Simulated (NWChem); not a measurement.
System: WHF₅; SMILES [F][WH]([F])([F])([F])[F]

Not confirmed as a minimum by frequencies. def2 effective core potentials on W; no spin-orbit coupling.

### Question
Give the equilibrium geometry at PBE0/def2-SVP with def2 effective core potentials on W (NWChem) as a list of bonds and angles, with the point group.

### Answer
point group C4v; any orientation.
Bond lengths (Å): W1–F2 1.832, W1–F3 1.896, W1–F4 1.832, W1–F5 1.832, W1–F6 1.832, W1–H7 1.727. Bond angles (°): F2–W1–F3 94.9, F2–W1–F4 170.3, F2–W1–F5 89.6, F2–W1–F6 89.6, F2–W1–H7 85.1, F3–W1–F4 94.9, F3–W1–F5 94.9, F3–W1–F6 94.9, F3–W1–H7 180.0, F4–W1–F5 89.6, F4–W1–F6 89.6, F4–W1–H7 85.1, F5–W1–F6 170.3, F5–W1–H7 85.1, F6–W1–H7 85.1.
